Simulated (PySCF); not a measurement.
# Pd (palladium, neutral): UHF calculation

Configuration: [Kr] 4d10, closed-shell 1S. All numbers are calculated (PySCF 2.14, the spin-free X2C one-electron Hamiltonian (Gaussian nucleus), in x2c-TZVPall (8s6p6d1f, 63 functions)).

| Item | Value |
| --- | --- |
| Total energy | -5042.741768 hartree |
| One-electron energy | -6963.3633 hartree |
| Hartree (Coulomb) energy | 2063.6220 hartree |
| Exchange energy | -143.0005 hartree |
| ⟨S²⟩ | 0.0000 |
| ⟨L²⟩ | 0.000 |
| Sum of ⟨r⟩ | 31.38 bohr |
| Sum of ⟨r²⟩ | 42.97 bohr² |
| Langevin diamagnetic susceptibility | -34.0 ×10⁻⁶ cm³/mol |
| Time after the integrals | 0.3 s of wall time on 1 thread of Neoverse-V1 (shared host) |

```json
{"shell": "1s", "electrons": "2", "mean orbital energy (eV)": "-24474.0", "rms radius, mean of both spins (bohr)": "0.0365"}
{"shell": "2s", "electrons": "2", "mean orbital energy (eV)": "-3656.4", "rms radius, mean of both spins (bohr)": "0.150"}
{"shell": "2p", "electrons": "6", "mean orbital energy (eV)": "-3272.7", "rms radius, mean of both spins (bohr)": "0.133"}
{"shell": "3s", "electrons": "2", "mean orbital energy (eV)": "-694.63", "rms radius, mean of both spins (bohr)": "0.403"}
{"shell": "3p", "electrons": "6", "mean orbital energy (eV)": "-565.08", "rms radius, mean of both spins (bohr)": "0.406"}
{"shell": "3d", "electrons": "10", "mean orbital energy (eV)": "-359.00", "rms radius, mean of both spins (bohr)": "0.389"}
{"shell": "4s", "electrons": "2", "mean orbital energy (eV)": "-104.46", "rms radius, mean of both spins (bohr)": "1.02"}
{"shell": "4p", "electrons": "6", "mean orbital energy (eV)": "-65.367", "rms radius, mean of both spins (bohr)": "1.13"}
{"shell": "4d", "electrons": "10", "mean orbital energy (eV)": "-8.924", "rms radius, mean of both spins (bohr)": "1.74"}
```

Densities and radii are taken from the X2C orbitals without a picture-change correction, which distorts them close to the nucleus.
